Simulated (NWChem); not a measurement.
CH$_{4}$OSe; SMILES O([SeH])C

```xyz
7

Se    -0.0132    -0.7261     0.0533
H     -0.4312    -0.8207    -1.3664
O      0.6411     0.9559    -0.0296
C     -0.3177     1.9822     0.0290
H     -0.9611     1.9123     0.9239
H      0.2449     2.9283     0.0696
H     -0.9677     1.9997    -0.8657
```
Atoms are numbered in this order, from 1.

Results from NWChem. Pople sets run with spherical d functions. Structure relaxed at the PBE0/def2-SVP level. Vzz is the largest principal value of the second derivative of the potential at the nucleus (NWChem prints the opposite sign); η is the asymmetry. Non-relativistic.

```
level                  Vzz Se1 (a.u.)  η Se1  Vzz O3 (a.u.)  η O3
---------------------  --------------  -----  -------------  ----
PBE/def2-TZVP                  -7.321   0.76         -1.885  0.97
PBE/def2-SVP                   -7.458   0.67         -1.857  0.96
Hartree-Fock/6-31G*            -7.141   0.81          1.975  0.97
Hartree-Fock/def2-SVP               ?   0.76              ?  0.94
```

Task: Some entries are withheld; supply them.

Result: 
- Hartree-Fock/def2-SVP, Vzz Se1 (a.u.): -7.668
- Hartree-Fock/def2-SVP, Vzz O3 (a.u.): 2.018
